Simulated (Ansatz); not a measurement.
Consider the hydrogenolysis of the Si–C bond: `CN[SiH2]CCl` + H₂ → `CN[SiH3]` + `CCl`.

Program: Ansatz. Geometries: PBE0-D4/def2-TZVP. ΔE: electronic, gas phase. CBS: MP2 limit from def2 TZ/QZ plus the TZ coupled-cluster correction, frozen cores. This one scheme is used for every species. Functionals use def2-TZVPP. B3LYP here is the variant with VWN-RPA as its local correlation; programs differ in this. Each species was taken in one conformer, which may not be the lowest.

`CN[SiH2]CCl`:

Cartesian coordinates in Å:
```
C 1.587 -0.931 0.526
N 0.314 -1.163 -0.122
Si -1.071 -0.204 0.162
C -0.933 1.588 -0.422
Cl -0.573 1.615 -2.174
H 2.157 -1.861 0.612
H 1.418 -0.566 1.543
H 2.215 -0.194 0.010
H 0.396 -1.597 -1.028
H -2.214 -0.823 -0.551
H -1.308 -0.132 1.632
H -0.128 2.127 0.080
H -1.860 2.142 -0.268
```

H₂:

Cartesian coordinates in Å:
```
H -0.064 -0.213 0.300
H 0.064 0.213 -0.300
```

`CN[SiH3]`:

Cartesian coordinates in Å:
```
C -0.033 1.307 0.493
N 0.432 -0.063 0.490
Si -0.061 -1.215 -0.683
H 0.687 1.962 0.991
H -0.129 1.662 -0.537
H -1.009 1.443 0.979
H 0.686 -0.406 1.402
H 0.238 -0.672 -2.036
H -1.517 -1.557 -0.671
H 0.707 -2.462 -0.430
```

`CCl`:

```xyz
5

C    -0.140    0.013    0.037
Cl    1.566   -0.149   -0.414
H    -0.197    0.358    1.067
H    -0.620   -0.958   -0.062
H    -0.609    0.735   -0.628
```

CCSD(T)/CBS gives -17.7 kJ/mol.

Task: Another level gave -27.4 kJ/mol. Which?
A. B3LYP/def2-TZVPP
B. HF/def2-TZVPP
C. PBE0/def2-TZVPP
D. ωB97M-V/def2-TZVPP

Result: C. PBE0 -27.4, ωB97M-V -18.2, B3LYP -33.8, HF/def2-TZVPP -48.3 kJ/mol.

Largest T1 diagnostic among the species: 0.010.

The D4 term adds +13.8 kJ/mol with B3LYP and +7.9 kJ/mol with PBE0; it sums over pairs of atoms, weighted by their polarisabilities, and B3LYP, whose exchange is more repulsive, gets the larger term. In def2-TZVPP, CCSD(T) changes the Hartree–Fock value by +27.4 kJ/mol (the triples alone add +5.4 kJ/mol) and MP2 by +33.2 kJ/mol. From PBE to PBE0 (25 % exact exchange), in def2-TZVPP and without D4, ΔE moves by −3.2 kJ/mol.
